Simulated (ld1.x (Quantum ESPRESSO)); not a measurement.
# What one change does to a pseudopotential (Tm, TM)

```json
{
 "Element": "thulium",
 "Generator": "ld1.x (Quantum ESPRESSO) 7.5",
 "Type": "norm-conserving Troullier–Martins (Kleinman–Bylander form)",
 "Functional": "PBEsol",
 "Relativity": "scalar-relativistic",
 "Frozen core": "[Xe]",
 "Valence charge": "15",
 "Reference configuration": "4f13 5d0.5 6s1.5 6p0",
 "Partial waves": "6p (bound, empty): rc 3.10 bohr; 5d (bound): rc 2.45 bohr; 4f (bound): rc 0.95 bohr; 6s (bound): rc 3.55 bohr",
 "Local potential": "the s channel",
 "Core correction": "none"
}
```

Change: wave 5d (bound): rc 2.45 bohr becomes 5d (bound): rc 3.20 bohr.

Cutoffs: the cutoffs (Ry, on a coarse ladder) from which the occupation-weighted sum of valence levels, in a spherical-Bessel basis at the reference potential, stays within 10 and 1 mRy of its value at 400 Ry; they do not see the model core or the augmentation charge, which bear on the density cutoff. Errors are all-electron minus pseudo energies relative to the spin-unpolarised reference configuration.

Q: What does the change do?

A: Of the 6 tests that both files solve, the error grows in 3 and shrinks in 0 by more than 15 % and 0.3 meV (median size 96.9 → 99.3 meV); neither file shows a bound ghost at the reference potential, the only one tested. More of the atom is replaced by a form fitted at one configuration, so other configurations suffer.

| quantity | base | changed |
| --- | --- | --- |
| cutoff, loose | over 300 Ry | over 300 Ry |
| cutoff, tight | over 300 Ry | over 300 Ry |
| loose cutoff by channel (10 mRy a level) | d 15 Ry, f over 300 Ry, s 6 Ry | d 12 Ry, f over 300 Ry, s 6 Ry |
| bound ghosts | none | none |
| tests counted (converged, no solver errors) | 6 of 7 | 6 of 7 |
| error for 4f13 5d0 6s2 6p0, meV [ΔE -1.55 eV] | +2.9 | +4.5 |
| error for 4f13 5d0 6s1 6p0, meV [ΔE 4.92 eV] | +8.9 | +11 |
| error for 4f13 5d0 6s0 6p0, meV [ΔE 16.90 eV] | +185 | +188 |
| error for 4f12 5d0 6s2 6p0, meV [ΔE 8.94 eV] | -2023 | -1995 |
| error for 4f13 5d0 6s1.5 6p0, meV [ΔE 1.03 eV] | +4.8 | +6.4 |
| error for 4f11 5d0 6s0 6p0, meV [ΔE 89.48 eV] | -10026 | -9954 |
| s: phases at 3.85 bohr within 0.05 rad from the reference energy up to (Ry; the scan ends near 5) | 1.1 | 1.1 |
| p: phases at 3.85 bohr within 0.05 rad from the reference energy up to (Ry; the scan ends near 5) | 1.2 | 1.2 |
| d: phases at 3.85 bohr within 0.05 rad from the reference energy up to (Ry; the scan ends near 5) | 0.9 | 0.9 |
| f: phases at 3.85 bohr within 0.05 rad from the reference energy up to (Ry; the scan ends near 5) | 0.5 | 0.5 |

Base: Tests not counted: 4f12 5d1 6s2 6p0 (pseudo-atom not self-consistent, printed error -2598 eV). These tests converged, but a pseudo level misses the all-electron one widely, so the file describes the atom poorly there or has found another state: 4f12 5d0 6s2 6p0: 4f by 4.3 eV; 4f11 5d0 6s0 6p0: 4f by 10.9 eV. ld1.x printed “convergence not achieved” for 4 of the counted tests; their residual had stalled under 1e-8, short of the target of 1e-14. Changed file: Tests not counted: 4f12 5d1 6s2 6p0 (pseudo-atom not self-consistent, printed error -2598 eV). These tests converged, but a pseudo level misses the all-electron one widely, so the file describes the atom poorly there or has found another state: 4f12 5d0 6s2 6p0: 4f by 4.3 eV; 4f11 5d0 6s0 6p0: 4f by 10.8 eV. ld1.x printed “convergence not achieved” for 4 of the counted tests; their residual had stalled under 1e-8, short of the target of 1e-14.
